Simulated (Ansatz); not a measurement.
Reaction (substitution at a C–O bond): `CC(C)[O][InH][NH2]` + `[OH][AlH][Cl]` → `CC(C)[O][AlH][Cl]` + `[NH2][InH][OH]`

Gas-phase electronic energies from Ansatz, PBE0-D4/def2-TZVP geometries. CCSD(T)/CBS is the MP2 limit (def2-TZVPP, def2-QZVPP) plus CCSD(T) − MP2 in def2-TZVPP, frozen cores. This one scheme is used for every species. DFT in def2-TZVPP. Elements past krypton have def2 core potentials. For In outer-core shells are correlated without core-valence functions, which leaves a few kJ/mol of doubt a bond. Each species was taken in one conformer, which may not be the lowest.

(1) Is it downhill or uphill in electronic energy at CCSD(T)/CBS, and by how much? (Estimate.)

(2) What do these levels give: LDA (SPW92), BLYP-D4, r2SCAN-D4, B97M-V, CAM-B3LYP-D4, r2SCAN, PBE0, HF/def2-QZVPP, MP2/def2-QZVPP, SCS-MP2/def2-QZVPP, HF/CBS(def2), CCSD/CBS(def2)? (Estimate.)

(3) What do rigid-rotor, harmonic-oscillator terms from PBE0-D4/def2-TZVP frequencies (298.15 K, 1 bar) make of the CCSD(T)/CBS value? (Best estimate.)

Largest T1 diagnostic among the species: 0.016.

Answers

(1) Ansatz gave: Nearly level: ΔE = 0.0 kcal/mol.

(2) Computed: LDA (SPW92) -0.3, BLYP-D4 -0.8, r2SCAN-D4 -0.5, B97M-V -0.4, CAM-B3LYP-D4 -1.2, r2SCAN -0.5, PBE0 -0.8, HF/def2-QZVPP -1.6, MP2/def2-QZVPP 0.0, SCS-MP2/def2-QZVPP -0.4, HF/CBS(def2) -1.6, CCSD/CBS(def2) -0.3 kcal/mol.

(3) Computed: ΔZPE = +0.4 kcal/mol, ΔH = +0.3 kcal/mol, ΔS = 4 J/(mol·K), ΔG = +0.1 kcal/mol. Modes under 50 cm⁻¹ make the entropy rough.

In def2-TZVPP, CCSD(T) changes the Hartree–Fock value by +1.5 kcal/mol (the triples alone add +0.3 kcal/mol) and MP2 by +1.5 kcal/mol. Leaving LDA and LC-ωPBE aside and taking each functional with its dispersion term where it has one, the values spread over 0.8 kcal/mol, from CAM-B3LYP-D4 to B97M-V.
